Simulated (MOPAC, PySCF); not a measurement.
H₂BCl, SMILES `ClB`, neutral singlet in the gas phase. 

Z-matrix (Å, degrees):
```
B
H 1 1.1829
H 1 1.1829 2 123.99
Cl 1 1.7389 2 118.00 3 179.99
```
Charge 0, multiplicity 1.

All levels are single points at this geometry (M06-2X/def2-TZVP); Pople sets use spherical d functions. Orbital energies aren't observables, and empty levels follow the basis.

PM3 in MOPAC gives dipole (D) = 0.23.

Estimate the dipole (D) from each of these levels: B3LYP-D3(BJ)/def2-TZVP in PySCF; M06-2X/def2-TZVP in PySCF; PBE-D3(BJ)/def2-TZVP in PySCF; B3LYP/6-31G* in PySCF; B3LYP/LANL2DZ in PySCF; BP86/6-31G* in PySCF; M06-2X/6-31G* in PySCF; SVWN5/6-31G* in PySCF; HF/3-21G in PySCF; HF/6-31G* in PySCF; HF/STO-3G in PySCF; PM6 in MOPAC.


```json
[
 {"level": "B3LYP-D3(BJ)/def2-TZVP in PySCF", "dipole (D)": "0.55"},
 {"level": "M06-2X/def2-TZVP in PySCF", "dipole (D)": "0.72"},
 {"level": "PBE-D3(BJ)/def2-TZVP in PySCF", "dipole (D)": "0.41"},
 {"level": "B3LYP/6-31G* in PySCF", "dipole (D)": "0.70"},
 {"level": "B3LYP/LANL2DZ in PySCF", "dipole (D)": "1.09"},
 {"level": "BP86/6-31G* in PySCF", "dipole (D)": "0.56"},
 {"level": "M06-2X/6-31G* in PySCF", "dipole (D)": "0.86"},
 {"level": "SVWN5/6-31G* in PySCF", "dipole (D)": "0.53"},
 {"level": "HF/3-21G in PySCF", "dipole (D)": "1.66"},
 {"level": "HF/6-31G* in PySCF", "dipole (D)": "1.15"},
 {"level": "HF/STO-3G in PySCF", "dipole (D)": "1.53"},
 {"level": "PM6 in MOPAC", "dipole (D)": "1.02"}
]
```
